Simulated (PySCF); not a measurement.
## CI: a composite coupled-cluster calculation

State: ²Π, doublet, unpaired electrons π ↑. De refers to C + I. ROHF-based CCSD(T) in PySCF 2.14 with C cc-pVTZ, I cc-pVTZ-PP with ECP28 and C cc-pVQZ, I cc-pVQZ-PP with ECP28 (frozen core orbitals: 10; scalar-relativistic core potentials). Correlation energies are extrapolated as n⁻³ (n = 3, 4), Hartree–Fock as (n+1)·exp(−9√n). CV is the change on freezing 4 orbitals instead, in C cc-pwCVTZ, I cc-pwCVTZ-PP with ECP28.

```json
{"Level": "CCSD(T)/TZ", "Re (Å)": "2.0492", "ωe (cm⁻¹)": "632.4", "ωexe (cm⁻¹)": "3.33", "αe (cm⁻¹)": "0.00279", "De (eV)": "2.718"}
{"Level": "CCSD(T)/QZ", "Re (Å)": "2.0400", "ωe (cm⁻¹)": "635.9", "ωexe (cm⁻¹)": "3.26", "αe (cm⁻¹)": "0.00280", "De (eV)": "2.841"}
{"Level": "HF/CBS", "Re (Å)": "2.0613", "ωe (cm⁻¹)": "618.5", "ωexe (cm⁻¹)": "2.73", "αe (cm⁻¹)": "0.00259", "De (eV)": "1.120"}
{"Level": "MP2/CBS", "Re (Å)": "2.0119", "ωe (cm⁻¹)": "662.5", "ωexe (cm⁻¹)": "3.14", "αe (cm⁻¹)": "0.00280", "De (eV)": "2.867"}
{"Level": "CCSD/CBS", "Re (Å)": "2.0341", "ωe (cm⁻¹)": "642.6", "ωexe (cm⁻¹)": "3.16", "αe (cm⁻¹)": "0.00276", "De (eV)": "2.640"}
{"Level": "CCSD(T)/CBS", "Re (Å)": "2.0368", "ωe (cm⁻¹)": "638.6", "ωexe (cm⁻¹)": "3.23", "αe (cm⁻¹)": "0.00279", "De (eV)": "2.915"}
{"Level": "CCSD(T)/CBS+CV", "Re (Å)": "2.0264", "ωe (cm⁻¹)": "643.3", "ωexe (cm⁻¹)": "3.24", "αe (cm⁻¹)": "0.00282", "De (eV)": "2.960"}
```

Q: How much is left between CCSD(T)/QZ and the basis-set limit, and how much do the triples give at the limit?

A: CCSD(T)/CBS less CCSD(T)/QZ: -3.2 mÅ in Re, +2.7 cm⁻¹ in ωe and +0.074 eV in De. CCSD(T)/CBS less CCSD/CBS: +2.7 mÅ in Re, -4.0 cm⁻¹ in ωe and +0.275 eV in De.

Q: What do the later terms add?

A: CV: -10.4 mÅ in Re, +4.7 cm⁻¹ in ωe and +0.045 eV in De, each against the row above.

The T1 diagnostic is 0.039, large enough to doubt a single reference. The state was picked by a PBE0 search and need not be the measured ground state. Spin–orbit coupling, excitations beyond (T) and corrections to the Born–Oppenheimer picture are left out, and spin–orbit coupling matters for open p, d or f shells this heavy.

The whole job (state search and all basis sets along the bond) took about 29 min on 4 threads of Intel Xeon Platinum 8375C @ 2.90GHz (shared host), peak memory 12 GiB.
